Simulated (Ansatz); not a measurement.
ScF, closed-shell singlet (the spin of the measured ground state), most abundant isotopes (44.9559 and 18.9984 u). Constants from fifth-degree fits in 1/R to seven points on the lowest solution found; no spin–orbit coupling, no relativity up to Kr; ω_e x_e and α_e move by some per cent with the fit.

Correlated levels freeze the inner cores; with def2 sets outer-core shells near the valence are correlated too.

Codes used: Ansatz (a quantum-chemistry and plane-wave program) with Gaussian orbitals. Values without a source in brackets are computed.

Total energies (hartree; each atom in its lowest state at that level) and vibrational constants (cm⁻¹):

```tsv
level	E(ScF) at r_e	E(Sc)	E(F)	ω_e	ω_e x_e
B3LYP/def2-TZVPP	-860.623381	-760.630754	-99.770147	725	3.7
wB97M-V/def2-TZVPP	-860.539355	-760.571018	-99.745271	722	3.6
CCSD(T)/def2-QZVPP	-859.932708	-760.052562	-99.651180	747	3.6
CCSD(T)/def2-TZVPP	-859.845151	-759.990719	-99.625056	748	3.6
```

### Question
Work out D_e and D₀ in eV.

### Answer

D_e = E(Sc) + E(F) − E(molecule), times 27.2114 eV; D₀ = D_e − (ω_e/2 − ω_e x_e/4)/8065.54.
- B3LYP/def2-TZVPP: D_e = 6.054, zero point 0.045, D₀ = 6.009 eV
- wB97M-V/def2-TZVPP: D_e = 6.070, zero point 0.045, D₀ = 6.025 eV
- CCSD(T)/def2-QZVPP: D_e = 6.230, zero point 0.046, D₀ = 6.184 eV
- CCSD(T)/def2-TZVPP: D_e = 6.242, zero point 0.046, D₀ = 6.195 eV
No counterpoise correction is made.

Doubts at one or more of the structures used: a restricted determinant that unrestricted orbitals would lower (CCSD(T)/def2-QZVPP, CCSD(T)/def2-TZVPP).
